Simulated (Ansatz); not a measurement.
`[F][Sn][Cl]` + NH₃ → `[NH2][Sn][Cl]` + H–F  (ligand exchange at the Sn–F bond)

Program: Ansatz. Geometries: PBE0-D4/def2-TZVP. ΔE: electronic, gas phase. CCSD(T)/CBS adds triple-zeta CCSD(T) − MP2 to the extrapolated MP2 energy (def2 sets, frozen cores). This one scheme is used for every species. Functionals use def2-TZVPP. def2 core potentials past Kr. For Sn outer-core shells are correlated without core-valence functions, which leaves a few kJ/mol of doubt a bond. One conformer a species, not always the lowest.

| level | ΔE (kcal/mol) | difference from CCSD(T)/CBS |
| --- | --- | --- |
| revPBE-D4 | 14.8 | 1.5 |
| ωB97X-V | 15.7 | 2.4 |
| PBE | 15.9 | 2.6 |
| PBE0 | 14.6 | 1.3 |
| RPA@PBE/def2-TZVPP | 12.7 | -0.6 |
| MP2/def2-SVP | 13.8 | 0.5 |
| HF/def2-TZVPP | 16.1 | 2.8 |
| HF/def2-QZVPP | 16.9 | 3.6 |
| MP2/def2-QZVPP | 12.3 | -1.0 |
| CCSD/CBS(def2) | 13.7 | 0.4 |
| CCSD(T)/CBS | 13.3 | 0 |

Largest T1 diagnostic among the species: 0.016.

At CCSD(T), def2-SVP lies +1.0 kcal/mol from the extrapolated value and def2-TZVPP −1.0 kcal/mol. Leaving LDA and LC-ωPBE aside and taking each functional with its dispersion term where it has one, the values, not all of them listed here, spread over 5.1 kcal/mol, from PBE-QIDH to B97M-V. LDA lies −3.3 kcal/mol from PBE without D4. The D4 term adds −1.4 kcal/mol with B3LYP and −0.7 kcal/mol with PBE0; it sums over pairs of atoms, weighted by their polarisabilities, and B3LYP, whose exchange is more repulsive, gets the larger term.

B3LYP here is the variant with VWN-RPA as its local correlation; programs differ in this.
